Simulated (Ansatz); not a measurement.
`F[C@@H]1B[Si@H](Cl)C1`, relaxed with RKS PBE0-D4/def2-TZVP in Ansatz from a PBE-D4/def2-SVP geometry. The force threshold is 0.005 eV/Å; the program also tests the step.

The species carries charge 0 and has multiplicity 1.

Start:

```xyz
11

F    -2.070   -1.155   -0.531
C    -0.869   -0.627   -0.190
B     0.150   -1.121    0.836
Si    1.123    0.581    0.347
Cl    1.163    2.003    1.880
C    -0.488    0.750   -0.711
H     0.030   -1.372   -0.630
H     0.158   -2.142    1.482
H     2.422    0.687   -0.399
H    -0.468    0.874   -1.813
H    -1.153    1.521   -0.271
```

```csv
step,energy (eV),largest force (eV/Å),largest move (Å)
1,-25938.2318,0.495,0.000
2,-25938.2741,0.296,0.033
3,-25938.2799,0.112,0.019
4,-25938.2809,0.065,0.005
5,-25938.2819,0.044,0.011
6,-25938.2826,0.034,0.016
7,-25938.2827,0.056,0.010
8,-25938.2827,0.056,0.000
9 (rejected),-25938.2825,0.093,0.013
10,-25938.2828,0.019,0.006
11,-25938.2828,0.005,0.003
```

End:

```xyz
11

F    -2.053   -1.147   -0.520
C    -0.842   -0.637   -0.199
B     0.149   -1.108    0.849
Si    1.109    0.586    0.342
Cl    1.158    1.985    1.853
C    -0.481    0.745   -0.700
H    -0.002   -1.353   -0.675
H     0.160   -2.112    1.482
H     2.400    0.678   -0.382
H    -0.450    0.867   -1.783
H    -1.148    1.495   -0.267
```

Run time 60 s (4 threads of an Arm Neoverse V1 on a shared host); peak host memory 0.69 GiB.
